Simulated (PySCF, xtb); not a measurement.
H₅NOSiTe, SMILES O([Te]N)[SiH3].

GFN2-xTB run with xtb at its own geometry gives an orbital gap of 3.42 eV and a dipole moment of 3.28 D.

Coordinates come from a B3LYP-D3(BJ)/def2-SVP optimisation. The def2 effective core potentials stand for the cores of Te; spin–orbit coupling is left out. One conformer was computed; it need not be the lowest.

What does PBE/def2-TZVP (PySCF) give? (An estimate is asked for; the answer gives what the named calculation found.)

gap 2.68 eV (levels -5.15 and -2.47 eV), dipole 1.41 D.
